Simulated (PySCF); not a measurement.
Job for PySCF: R-B3LYP/LANL2DZ on BGeH7O (a complex), monomers drawn apart or pushed together.

```python
from pyscf import gto, scf, dft, mp
from pyscf.data.elements import chemcore

mol = gto.M(
    atom='''
    B     1.22284798    0.28758192    0.80215111
    Ge   -0.61922060   -0.01846758   -0.12897739
    H     2.03320530   -0.56622599    0.58764307
    H     1.62735527    1.41308246    0.76436332
    H    -0.56440854    0.02659387   -1.67015228
    H    -1.24588378   -1.39665935    0.23701645
    H    -1.70654344    1.01015974    0.29427011
    O     1.24492098    0.09106981    3.08988926
    H     0.87383848   -0.78531071    3.26523541
    H     0.60927195    0.74604377    3.41074357
    ''',
    basis='lanl2dz',
    ecp={'Ge': 'lanl2dz'},
    charge=0, spin=0, verbose=3, max_memory=1800)
mf = dft.RKS(mol, xc='b3lyp')
mf.conv_tol = 1e-8
mf.max_cycle = 100
mf.kernel()
if not mf.converged:
    mf = mf.newton().run(mf.mo_coeff, mf.mo_occ)
```

Output:

```
converged SCF energy = -107.989724491031
```

Self-consistency was reached.

Cost: around 7 core-seconds (rough).
